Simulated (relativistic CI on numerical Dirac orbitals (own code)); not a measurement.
Radial Dirac CI calculation of Pr XXXII.

Command:

```sh
python run_levels.py task.json out
```

Input:

```
atom Pr  Z=59  charge=31  electrons=28
nucleus A=141  rms_radius_fm=4.8919
hamiltonian dirac-coulomb  breit=on  qed=on  c_scale=1
orbitals kli  potential=per-configuration
slater_scale 1
correlation none
mixing on
grid step=0.0125 r_max=3.7
scf mixing=0.4 start=green max_iterations=150 tolerance=2e-08 node_fill=0.05
configurations
  [Ar] 3d10
end
```

Output:

```
SCF 1: [Ar] 3d10
 iter      energy (Ha)   residual   last orbital (Ha)
    1     -8597.421510   6.11e+00   -126.18412
    2     -8685.629483   3.39e+00   -100.80496
    3     -8722.308819   2.34e-01    -74.02037
    4     -8722.643443   1.68e-01    -75.52834
    5     -8722.725846   3.79e-03    -74.37621
    6     -8722.725791   1.21e-03    -74.35735
    7     -8722.725755   3.34e-05    -74.34739
    8     -8722.725757   8.00e-07    -74.34763
    9     -8722.725757   5.18e-07    -74.34764
   10     -8722.725757   2.26e-09    -74.34764
orbital energies (Ha): 2s -289.8891  2p1/2 -276.5159  2p3/2 -258.7473  3s -94.1002  3p1/2 -88.4692  3p3/2 -84.7886  3d3/2 -75.1574  3d5/2 -74.3476
configuration averages (Ha): Dirac-Coulomb, Breit, QED
  3d10                         -8722.725757    7.568782    5.198265
levels: no., configuration, term, J, E (cm-1), weight
   1 3d10                   1S   0                0.0  1.00
lowest total energy -8709.958710 Ha
end: converged
```
